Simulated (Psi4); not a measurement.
C$_{2}$H$_{4}$, charge +1, doublet, geometry from GFN2-xTB (a state made from the parent by changing its charge; the spin is typed, not shown lowest); CCSD(T)/STO-3G in Psi4 1.11.

Here is a job for Psi4.
```
memory 2 GB

molecule mol {
1 2
  C    -0.013632   -0.006417    0.653353
  C     0.013632    0.006417   -0.653353
  H     0.209687    0.853950    1.296494
  H    -0.263229   -0.879152    1.269606
  H    -0.209794    0.879219   -1.279475
  H     0.263336   -0.854018   -1.286625
}

set basis sto-3g
set reference uhf
set freeze_core true
set mp2_type conv
set scf_type pk
set puream true
set d_convergence 1e-8

energy('ccsd(t)')
print_variables()
```

The log (banner, timings and long lists left out):

```
   => Loading Basis Set <=

    Name: STO-3G
    Role: ORBITAL
    Keyword: BASIS

         ---------------------------------------------------------
                                   SCF
               by Justin Turney, Rob Parrish, Andy Simmonett
                          and Daniel G. A. Smith
                              UHF Reference
         ---------------------------------------------------------

  ==> Geometry <==

    Molecular point group: c1
    Full point group: C1

    Geometry (in Angstrom), charge = 1, multiplicity = 2:

       Center              X                  Y                   Z               Mass
    ------------   -----------------  -----------------  -----------------  -----------------
         C           -0.013632000000    -0.006416964046     0.653353000000    12.000000000000
         C            0.013632000000     0.006417035954    -0.653353000000    12.000000000000
         H            0.209687000000     0.853950035954     1.296494000000     1.007825032230
         H           -0.263229000000    -0.879151964046     1.269606000000     1.007825032230
         H           -0.209794000000     0.879219035954    -1.279475000000     1.007825032230
         H            0.263336000000    -0.854017964046    -1.286625000000     1.007825032230

  Running in c1 symmetry.

  Rotational constants: A =      5.18174  B =      0.98491  C =      0.84635 [cm^-1]
  Rotational constants: A = 155344.75830  B =  29526.94787  C =  25373.06781 [MHz]
  Nuclear repulsion =   33.435353113429187

  Charge       = 1
  Multiplicity = 2
  Electrons    = 15
  Nalpha       = 8
  Nbeta        = 7

  ==> Algorithm <==

  SCF Algorithm Type is PK.
  DIIS enabled.
  MOM disabled.
  Fractional occupation disabled.
  Guess Type is SAD.
  Energy threshold   = 1.00e-08
  Density threshold  = 1.00e-08
  Integral threshold = 1.00e-12

  ==> Primary Basis <==

  Basis Set: STO-3G
    Blend: STO-3G
    Number of shells: 10
    Number of basis functions: 14
    Number of Cartesian functions: 14
    Spherical Harmonics?: true
    Max angular momentum: 1

  ==> Integral Setup <==

  Using in-core PK algorithm.
   Calculation information:
      Number of atoms:                   6
      Number of AO shells:              10
      Number of primitives:             30
      Number of atomic orbitals:        14
      Number of basis functions:        14

      Integral cutoff                 1.00e-12
      Number of threads:                 1

  Performing in-core PK
  Using 11130 doubles for integral storage.
  We computed 1540 shell quartets total.
  Whereas there are 1540 unique shell quartets.

  ==> DiskJK: Disk-Based J/K Matrices <==

    J tasked:                  Yes
    K tasked:                  Yes
    wK tasked:                  No
    Schwarz Cutoff:          1E-12

  Minimum eigenvalue in the overlap matrix is 1.8358956346E-01.
  Reciprocal condition number of the overlap matrix is 8.1061879748E-02.
    Using symmetric orthogonalization.

  ==> Pre-Iterations <==

  SCF Guess: Superposition of Atomic Densities via on-the-fly atomic UHF (no occupation information).

   -------------------------
    Irrep   Nso     Nmo
   -------------------------
     A         14      14
   -------------------------
    Total      14      14
   -------------------------

  ==> Iterations <==

                        Total Energy        Delta E     RMS |[F,P]|

   @UHF iter SAD:   -75.26726741511845   -7.52673e+01   0.00000e+00
   @UHF iter   1:   -76.73022254814092   -1.46296e+00   1.71362e-02 DIIS/ADIIS
   @UHF iter   2:   -76.77313584071526   -4.29133e-02   2.29269e-03 DIIS/ADIIS
   @UHF iter   3:   -76.77495486442450   -1.81902e-03   1.14032e-03 DIIS/ADIIS
   @UHF iter   4:   -76.77571825092274   -7.63386e-04   5.35682e-04 DIIS/ADIIS
   @UHF iter   5:   -76.77593578620417   -2.17535e-04   2.17207e-04 DIIS/ADIIS
   @UHF iter   6:   -76.77597408950095   -3.83033e-05   3.67707e-05 DIIS
[...]
  @UHF Final Energy:   -76.77597494705361
    Total Energy =                        -76.7759749470536121
[...]
              4   5        -0.0086130123
              2   2        -0.0050974233
              1   6         0.0028253286
              1   3         0.0025005790
              3   4        -0.0021192580
              0   4         0.0015054144
              3   1        -0.0000001536
              3   0         0.0000000783

    Largest TIJAB Amplitudes:
      5   3   5   0        -0.0343056395
      4   3   5   0        -0.0264666495
      5   0   5   0         0.0132031852
      4   2   4   0         0.0126971686
      5   2   4   0         0.0126802979
      5   3   5   1        -0.0112269255
      5   3   2   0        -0.0110709263
      4   0   5   0         0.0097719622
      5   0   2   0         0.0095636673
      4   0   2   0         0.0088335641

    Largest Tijab Amplitudes:
      4   3   6   1        -0.0126716146
      3   2   6   0        -0.0126607483
      4   2   1   0         0.0094738358
      1   0   1   0        -0.0087543698
      4   2   5   1         0.0082789673
      3   1   2   0        -0.0081942256
      4   1   5   3        -0.0077989607
      4   2   5   2        -0.0076331063
      1   0   2   0        -0.0075745217
      2   1   4   0        -0.0073331382

    Largest TIjAb Amplitudes:
      5   3   0   6         0.0466242202
      5   2   0   0         0.0421377642
      5   4   0   1        -0.0401976532
      4   4   1   2        -0.0365354921
      2   2   1   2        -0.0354349265
      1   0   0   0        -0.0347719710
      4   4   0   1        -0.0343604282
      2   4   1   5        -0.0343045693
      3   3   5   6        -0.0336309740
      5   0   0   3        -0.0328470205

    SCF energy       (wfn)                    =  -76.775974947053612
    Reference energy (file100)                =  -76.775974947053584

    Opposite-spin MP2 correlation energy      =   -0.075301253714997
    Same-spin MP2 correlation energy          =   -0.011275660122055
    Singles MP2 correlation energy            =   -0.000000000000000
    MP2 correlation energy                    =   -0.086576913837052
      * MP2 total energy                      =  -76.862551860890633

    Opposite-spin CCSD correlation energy     =   -0.106291164523244
    Same-spin CCSD correlation energy         =   -0.011448117945867
    Singles CCSD correlation energy           =    0.000000000000000
    CCSD correlation energy                   =   -0.117739282469111
      * CCSD total energy                     =  -76.893714229522701

            **************************
            *                        *
            *        CCTRIPLES       *
            *                        *
            **************************

    Wave function   =    CCSD_T
    Reference wfn   =      UHF

    Nuclear Rep. energy (wfn)                =   33.435353113429187
    SCF energy          (wfn)                =  -76.775974947053612
    Reference energy    (file100)            =  -76.775974947053584
    CCSD energy         (file100)            =   -0.117739282469111
    Total CCSD energy   (file100)            =  -76.893714229522701

    Number of ijk index combinations:
    Spin Case AAA:                                  20
    Spin Case BBB:                                  10
    Spin Case AAB:                                  75
    Spin Case ABB:                                  60
    AAA (T) energy                             =   -0.000015226311024
    BBB (T) energy                             =   -0.000002163560947
    AAB (T) energy                             =   -0.000711120527408
    ABB (T) energy                             =   -0.000443292465200
    (T) energy                                   =   -0.001171802864579
      * CCSD(T) total energy                     =  -76.894886032387276

  Variable Map:
  ----------------------------------------------------------------------------
[...]
  Array Variable Map:
  ----------------------------------------------------------------------------
[...]
[...]
```
